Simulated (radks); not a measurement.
Dy I, 66 electrons, occupied as [Xe] 4f10 6s2 (the NIST ground configuration). All-electron calculation, scalar-relativistic Kohn-Sham, r2SCAN, spin-polarised, spherical densities, finite nucleus; open shells are filled with parallel spins first (spin-orbit coupling, left out, can overturn this in heavy ions); meta-GGA in the generalised Kohn-Sham scheme; Fermi nuclear charge, rms radius 5.2218 fm; hard spherical wall at 3.5 bohr. Program: a radial shooting solver on a logarithmic mesh with Libxc functionals.

Normalised radial functions P(r) = r R(r), r in bohr:

r,4f up,5d down
0.001137,0.0000,0.0000
0.001696,0.0000,0.0000
0.002551,0.0000,0.0000
0.003806,0.0000,0.0001
0.005678,0.0000,0.0003
0.00847,0.0000,0.0010
0.01264,0.0001,0.0028
0.019,0.0004,0.0081
0.02835,0.0016,0.0212
0.04229,0.0064,0.0513
0.06309,0.0231,0.1079
0.09412,0.0743,0.1839
0.1404,0.2050,0.2196
0.2111,0.4682,0.1008
0.315,0.8174,-0.1769
0.4699,1.0704,-0.3427
0.701,1.0232,-0.0999
1.046,0.7425,0.4096
1.573,0.4268,0.7821
2.346,0.1978,0.7251
3.5,0.0000,0.0000

4f up: eigenvalue 7.460 eV, 0 radial nodes, <r> = 0.852 bohr, 90 % of the charge inside 1.50 bohr. 5d down (empty): eigenvalue 13.520 eV, 2 radial nodes at r = 0.248, 0.764 bohr, <r> = 1.92 bohr, 90 % of the charge inside 2.67 bohr.
